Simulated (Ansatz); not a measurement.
`O[SiH](O)C[SiH2]F`, charge 0, multiplicity 1.

Problem. Give a relaxed structure at PBE0-D4/def2-TZVP (the Gaussian-basis code of Ansatz). (Best estimate.)

Solution. Computed: 
Cartesian coordinates in Å:
```
O -1.9497 -0.2579 -0.6144
Si -0.9642 -0.2249 0.6962
O -1.7166 0.6294 1.8714
C 0.6380 0.6457 0.3227
Si 1.6383 -0.1429 -1.0192
F 0.6257 -0.6158 -2.1869
H -1.5644 -0.5607 -1.4402
H -0.6900 -1.6142 1.1569
H -2.6040 0.3634 2.1163
H 1.2441 0.6746 1.2361
H 0.4021 1.6804 0.0511
H 2.6072 0.7852 -1.6503
H 2.3336 -1.3621 -0.5397
```
This is one stationary point; other conformers may exist.
